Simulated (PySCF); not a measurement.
**An excited-state table with gaps**

Compound: C₇H₁₅B.
SMILES: `BC(C)(C)CCC=C`

Theory: TDDFT wB97X-D/def2-SVPD, vertical, gas phase, core orbitals frozen in the response in PySCF 2.14.0, density-fitted response routines. Geometry: PBE0-D3(BJ)/def2-SVP, one conformer, isolated molecule. Torsions of this conformer, `[BH2:1][C:2]([CH3:3])([CH3:4])[CH2:5][CH2:6][CH:7]=[CH2:8]`: B1–C2–C5–C6 66°, C2–C5–C6–C7 -175°, C5–C6–C7–C8 -119°.

Orbital energies (eV): HOMO-3 -11.08, HOMO-2 -10.79, HOMO-1 -10.06, HOMO -9.25, LUMO 0.66, LUMO+1 2.07, LUMO+2 2.23.

Lowest singlets, with some entries withheld (?).

```csv
state,ν̃ (cm⁻¹),f,"main configurations (H = HOMO, L = LUMO)"
S1,44630,0.010,H-1→L (93%)
S2,49100,0.0057,"H-2→L (63%), H-4→L (24%)"
S3,54520,0.112,H→L (80%)
S4,59120,0.0088,"H-3→L (65%), H-4→L (9%), H-2→L (9%)"
S5,59390,0.088,"H-4→L (29%), H-3→L (20%), H-2→L (20%)"
S6,?,0.182,"H→L+2 (56%), H→L+4 (25%), H→L+3 (12%)"
S7,?,0.198,"H→L+1 (27%), H→L+4 (26%), H→L+2 (18%)"
S8,?,0.0001,"H→L+5 (25%), H→L+3 (22%), H-5→L+2 (8%)"
S9,?,0.0004,"H-4→L+2 (15%), H-5→L+2 (14%), H→L+5 (12%)"
S10,?,0.0007,H-6→L (73%)
```

**Question.** Supply the missing values.

**Answer.** 
- S6: ν̃ = 60520 cm⁻¹
- S7: ν̃ = 61470 cm⁻¹
- S8: ν̃ = 64670 cm⁻¹
- S9: ν̃ = 65340 cm⁻¹
- S10: ν̃ = 66710 cm⁻¹

**Question.** Where do the lowest triplets lie (Tamm–Dancoff)?

**Answer.** T1 4.49 eV, H→L+2 (69%), H→L+1 (17%); T2 5.04 eV, H-1→L (91%); T3 5.54 eV, H-2→L (54%), H-4→L (30%); T4 6.74 eV, H→L (66%), H-3→L (11%), H-4→L (10%). E(S1) − E(T1) = +1.04 eV.

**Question.** How far apart are S5 and S7, in eV and cm⁻¹?

**Answer.** 7.622 − 7.364 = 0.258 eV, or about 2080 cm⁻¹.

**Question.** What is the mean static polarisability from the same response equations?

**Answer.** 101.6 au (15.06 Å³), with principal values 89.0, 93.9 and 122.0 au.

The vertical ionisation energy (ΔSCF) is 9.51 eV, 1.24 eV above S10.
